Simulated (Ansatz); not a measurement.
Results of the Gaussian-basis code of Ansatz.

Basis-set series for CH9B2InOSi, SMILES `BBOC[SiH2][InH2]`. Total charge 0; spin multiplicity 1. In: def2 effective core potential. The geometry is a stationary point of PBE0-D4/def2-TZVP. It is one conformer, not always the lowest.

Z-matrix (Å, degrees):
```
C
Si 1 1.919
O 1 1.454 2 105.5
H 1 1.092 2 115.8 3 120.5
H 1 1.093 2 110.6 3 -115.7
In 2 2.568 1 88.5 3 18.2
H 2 1.489 1 109.0 3 141.4
H 2 1.490 1 109.4 3 -101.3
B 3 1.357 1 122.8 2 138.2
H 6 1.729 2 119.5 1 80.1
H 6 1.729 2 121.2 1 -96.4
B 9 1.671 3 123.3 1 -178.5
H 9 1.211 3 117.5 1 1.1
H 12 1.199 9 121.8 3 -93.2
H 12 1.198 9 121.7 3 92.0
```

```tsv
functional	basis	functions	energy (Eh)	HOMO (eV)	LUMO (eV)
PBE0-D4	def2-SVP	145	-647.48533	-6.98	-2.09
PBE0-D4	def2-TZVPP	342	-647.78045	-6.98	-2.20
ωB97M-V	def2-SVP	145	-647.63637	-8.95	-0.16
ωB97M-V	def2-TZVPP	342	-647.94245	-8.98	-0.36
```

Q: Give the rows for def2-QZVPP. (Estimate.)

A: The calculation gave: 
```json
{"functional": "PBE0-D4", "basis": "def2-QZVPP", "functions": "650", "energy (Eh)": "-647.80152", "HOMO (eV)": "-6.98", "LUMO (eV)": "-2.21"}
{"functional": "ωB97M-V", "basis": "def2-QZVPP", "functions": "650", "energy (Eh)": "-647.96249", "HOMO (eV)": "-8.99", "LUMO (eV)": "-0.39"}
```
